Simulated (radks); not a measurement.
Results of a calculation; reference values are marked as such.
Problem. All-electron atom: Gd+ in [Xe] 4f7 5d1 6s1. Level of theory: Dirac Kohn-Sham, PBE, spin-unpolarised, spherical densities, point nucleus; open shells fill j = l - 1/2 first (a radial shooting solver on a logarithmic mesh with Libxc functionals).

Spin-orbit splittings of the eigenvalues, e(l+1/2) - e(l-1/2), with zeta = 2 splitting/(2l+1) and mean radii in bohr:

| shell | occ. | splitting (eV) | zeta (eV) | <r> j=l-1/2 | <r> j=l+1/2 |
|---|---|---|---|---|---|
| 2p | 6 | ? | ? | 0.07746 | 0.08430 |
| 3p | 6 | 142.7 | 95.16 | 0.2336 | 0.2467 |
| 3d | 10 | 31.10 | 12.44 | 0.2188 | 0.2228 |
| 4p | 6 | 31.75 | 21.17 | 0.5648 | 0.5943 |
| 4d | 10 | 5.739 | 2.296 | 0.6302 | 0.6406 |
| 4f | 7 | 0.7525 | 0.2150 | 0.8606 | 0.8734 |
| 5p | 6 | 4.344 | 2.896 | 1.495 | 1.590 |
| 5d | 1 | 0.3104 | 0.1242 | 2.529 | 2.596 |

Estimate the 2p splitting.

Solution. 695.9 eV (zeta = 463.9 eV).
